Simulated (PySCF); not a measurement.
**Property card for `C=C(CC#N)C(=O)O`**

C5H5NO2.
SMILES with atom numbers: `[CH2:1]=[C:2]([CH2:3][C:4]#[N:5])[C:6](=[O:7])[OH:8]` (hydrogens: H9, H10 on C1; H11, H12 on C3; H13 on O8)

Structure used (GFN2-xTB), in Å, numbered top down from 1:
```
atom  x, y, z in Å
C1    -0.578   -0.743   -1.147
C2     0.005   -0.183   -0.093
C3    -0.726    0.625    0.951
C4    -1.851    1.334    0.400
N5    -2.741    1.894   -0.047
C6     1.468   -0.299    0.148
O7     2.055    0.280    1.029
O8     2.088   -1.115   -0.711
H9    -0.009   -1.310   -1.862
H10   -1.637   -0.643   -1.323
H11   -0.029    1.340    1.400
H12   -1.085   -0.035    1.748
H13    3.037   -1.144   -0.511
```

Among its groups: carboxylic acid, nitrile and C=C double bond.

From GFN2-xTB geometry:

```yaml
Point_group_of_the_GFN2-xTB_geometry: C1
Rotational_constants_A_B_C_of_the_GFN2-xTB_geometry: 4.880, 1.235, 1.022 GHz
```

From PBE0/def2-SVPD ground state and vertical TDDFT (core frozen in the response) (PySCF):

```yaml
Dipole_moment: 3.86 D
HOMO_energy: -8.69 eV
LUMO_energy: -2.03 eV
HOMO–LUMO_gap: 6.66 eV
Lowest_singlet_excitation: 4.92 eV (252 nm, f = 0.000)
Strongest_line_among_the_6_lowest_singlet_transitions: S2 at 6.16 eV (201 nm, f = 0.172)
Lowest_triplet_excitation_Tamm–Dancoff: 3.77 eV
Static_isotropic_polarisability: 68.7 au
Electronic_spatial_extent_⟨r²⟩_about_the_centre_of_nuclear_charge: 1061 bohr²
```

From PBE0/pcSseg-1 ground state and GIAO shieldings, non-relativistic (PySCF):

```yaml
Lowest_Hirshfeld_atomic_charge: -0.26 e on O7
Highest_Hirshfeld_atomic_charge: +0.21 e on C6
13C_chemical_shifts_computed_TMS_as_zero_by_class: 170.4 (C6), 141.3 (C1), 138.8 (C2), 122.9 (C4), 19.1 (C3) ppm
1H_chemical_shifts_computed_TMS_as_zero_by_class: 7.26 (H9), 6.94 (H10), 6.29 (H13), 3.47 (H11/H12) ppm
Isotropic_shieldings_of_nuclei_other_than_C_and_H_by_class: -34 (N5), -93 (O7), 141 (O8) ppm
Mayer_bond_orders_between_heavy_atoms: C1–C2 1.92, C2–C3 1.02, C3–C4 1.02, C4–N5 3.05, C2–C6 0.97, C6–O7 1.94, C6–O8 1.16
```

Monoisotopic mass (most abundant isotopes): 111.0320 u.

The polarisability is 10.18 Å³ as a volume (1 au = 0.148185 Å³), or 1.18 au for each of the 58 electrons. The largest Löwdin shares of the HOMO are 0.28 on C2, 0.28 on C1, 0.13 on O7 and 0.06 on C3. The dipole matches unit charges of opposite sign 0.80 Å apart (1 e·Å = 4.8032 D). The principal polarisabilities are 47.6, 72.6 and 85.9 au; their mean is the isotropic value. S1 lies 1.74 eV below the HOMO–LUMO gap; its leading configuration is HOMO−1→LUMO, weight 0.81. No computed singlet falls in the visible range (750 to 380 nm, 1.65 to 3.26 eV); S1 lies 1.66 eV above its blue end. The largest Löwdin shares of the LUMO are 0.29 on C1, 0.20 on C2, 0.17 on C6 and 0.16 on O7.

Geometry: GFN2-xTB, one conformer, isolated molecule. NMR classes are plain means over equivalent atoms (diastereotopic ones count apart unless rotation or inversion swaps them), as if these changed places fast; in this geometry the members of some classes differ.
